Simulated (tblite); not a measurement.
Run record: tight-binding relaxation, `O=C/C=[CH]/[AlH-]1[Cl+][AlH2-][Cl+]1`.

Computed with GFN2-xTB geometry optimisation, gas phase (tblite 0.8.0). Start geometry: from a force field or distance geometry. The command runs a driver script over a list of jobs; the input below is this job's line of settings and its coordinates in Å.

Command:
```bash
OMP_NUM_THREADS=1 python probes_run.py task.json out
```

Input:
```
{"job": {"kind": "relax", "xc": "GFN2-xTB", "basis": "xTB"}, "charge": 0, "multiplicity": 1}
O     -4.340900     0.826300    -0.780000
C     -3.499800    -0.084800    -0.552800
C     -2.115400     0.334100    -0.372700
C     -1.117300    -0.494900    -0.133100
Al     0.662000     0.269700     0.075400
Cl     2.087800    -0.858300     1.284800
Al     3.656400    -0.244400    -0.163100
Cl     2.035900    -0.038200    -1.656200
H     -3.805800    -1.119600    -0.477000
H     -1.897500     1.397700    -0.453500
H     -1.318100    -1.578200    -0.037800
H      0.626900     1.822900     0.472300
H      4.719100    -1.364600    -0.495200
H      4.305800     1.131900     0.291800
```

Output:
```
step      E/eV     max force
  0    -677.66264    4.413
  1    -677.75285    4.657
  2    -677.88616    0.634
  3    -677.92058    0.539
  4    -677.96126    0.374
  5    -677.97263    0.336
  6    -678.00710    0.471
  7    -678.02015    0.348
  8    -678.03429    0.261
  9    -678.04411    0.267
... (66 lines left out)
 76    -678.15241    0.018
 77    -678.15249    0.021
 78    -678.15255    0.019
 79    -678.15260    0.016
 80    -678.15264    0.018
 81    -678.15271    0.019
 82    -678.15278    0.019
 83    -678.15283    0.015
 84    -678.15285    0.012
 85    -678.15286    0.009
```

«max force» is the largest atomic force in eV/Å.

Q: From which step on does the largest force stay under 0.1 eV/Å, and how much energy is left to gain from there?

A: From step 64 (0.078 eV/Å), 4.4 meV above the end.

In short: energy lowered by 11.3 kcal/mol over 85 steps; largest atomic force 0.009 eV/Å at the end.

Q: Give the final coordinates.

A: 0.483 Å rms from the input after alignment:
```
atom  x, y, z in Å
O1    -4.3961    0.4371   -0.7396
C2    -3.4006   -0.2266   -0.5999
C3    -2.0637    0.3049   -0.3341
C4    -0.9675   -0.4578   -0.1701
Al5    0.6351    0.6581    0.1559
Cl6    2.1206   -0.2629    1.4822
Al7    3.5621   -0.3831   -0.1648
Cl8    2.0817    0.5108   -1.5028
H9    -3.4358   -1.3337   -0.6678
H10   -1.9936    1.3867   -0.2685
H11   -1.1282   -1.5349   -0.2477
H12    0.5492    2.1462    0.5189
H13    3.7343   -1.8667   -0.5416
H14    4.7019    0.6213    0.0827
```

Q: Estimate the wall time. Hardware: one thread, Arm Neoverse N1 (aarch64), shared host with 64 logical CPUs at a one-minute load of 60.

A: About 1.5 s.
Labels such as C1 count atoms from 1, the log's own numbers from 0.
